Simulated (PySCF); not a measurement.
# Magnetic susceptibility: SMILES C#CC(=S)SC1CC1, C₆H₆S₂

Geometry (Å), atoms numbered from 1 in this order:
```xyz
14

C     3.967   -1.003    0.133
C     2.879   -0.490    0.181
C     1.631    0.134    0.294
S     1.336    1.261    1.448
S     0.458   -0.397   -0.891
C    -0.969    0.570   -0.388
C    -1.833    0.051    0.719
C    -2.326    0.022   -0.693
H     4.914   -1.452    0.085
H    -0.783    1.632   -0.469
H    -2.247    0.772    1.406
H    -1.553   -0.884    1.181
H    -2.382   -0.934   -1.192
H    -3.093    0.718   -0.996
```

The calculation used GIAO PBE0/pcSseg-1 magnetisability, rotational g tensor and spin-rotation constants, non-relativistic, gas phase (PySCF). Geometry: GFN2-xTB.

(1) What are the magnetisability and the molar susceptibility?

(2) Split it along the inertial axes a, b, c into diamagnetic and paramagnetic parts about the centre of mass, with the quadrupole moment.

(3) And the rotational g tensor?

Answers

(1) Isotropic -1414 × 10⁻³⁰ J/T², or -85.1 × 10⁻⁶ cm³/mol; principal values -1654, -1388, -1199 × 10⁻³⁰ J/T², anisotropy 396 × 10⁻³⁰ J/T² (root of half the summed squared differences of the principal values). The susceptibility is in cgs units.

(2) 
```csv
axis,χ (10⁻⁶ cm³/mol),diamagnetic (10⁻⁶ cm³/mol),paramagnetic (10⁻⁶ cm³/mol),summed x² of all electrons (Å²),quadrupole Θ (D Å)
a,-83.5,-516.6,433.1,289.4,+13.67
b,-72.5,-1338.4,1266.0,95.7,-7.95
c,-99.4,-1633.6,1534.2,26.1,-5.71
```
Anisotropies 2χaa − χbb − χcc = +4.9 and 2χbb − χaa − χcc = +38.0 × 10⁻⁶ cm³/mol. Θ is traceless in Buckingham's convention.

(3) 
```
axis  rotational constant (GHz)        g  nuclear part  electronic part
   a                     2.8411  -0.0372        0.5410          -0.5781
   b                     0.9693  -0.0119        0.5646          -0.5765
   c                     0.7668  -0.0002        0.5525          -0.5527
```
Asymmetric top; isotopes 12C, 1H, 32S; no vibrational averaging.
